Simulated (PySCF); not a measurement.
Isomers of C2H5FSi, mass 76.014 u with the commonest isotopes. Method used: PySCF 2.14.0, PBE0-D3(BJ)/def2-SVP geometry optimisation, gas phase. One conformer each, none proved a minimum here; rigid rotors.

**Question.** Order these by radius of gyration √(Σ m r²/M), smallest first.
A. `[CH2:1]=[CH:2][SiH2:3][F:4]` with C1–C2–Si3–F4 115°
B. `F[C@@H]1C[SiH2]1`
C. `C1C[SiH]1F`

**Answer.** C (1.353 Å), B (1.389 Å), A (1.540 Å).

**Question.** Order these by rotational constant C, smallest first.
A. `[CH2:1]=[CH:2][SiH2:3][F:4]` with C1–C2–Si3–F4 115°
B. `F[SiH]1CC1`
C. `F[C@H]1[SiH2]C1`

**Answer.** A (2988 MHz), C (3714 MHz), B (4156 MHz).

**Question.** Order these by out-of-plane moment Σ m c² = (Ia + Ib − Ic)/2, largest first.
A. `F[C@@H]1C[SiH2]1`
B. `[CH2:1]=[CH:2][SiH2:3][F:4]` with C1–C2–Si3–F4 115°
C. `[SiH]1(CC1)F`

**Answer.** C (17.52 u·Å²), B (11.15 u·Å²), A (10.59 u·Å²).

```
          SMILES  point group  Ia (u·Å²)  Ib (u·Å²)  Ic (u·Å²)      κ  μa (D)  μb (D)  μc (D)
      F[SiH]1CC1           Cs      38.76     117.88     121.59  -0.97    1.20    0.01    0.70
      C=C[SiH2]F           C1      32.25     159.16     169.11  -0.97    1.87    0.62    0.19
F[C@@H]1C[SiH2]1           C1      43.26     113.99     136.08  -0.82    1.41    0.60    0.55
```
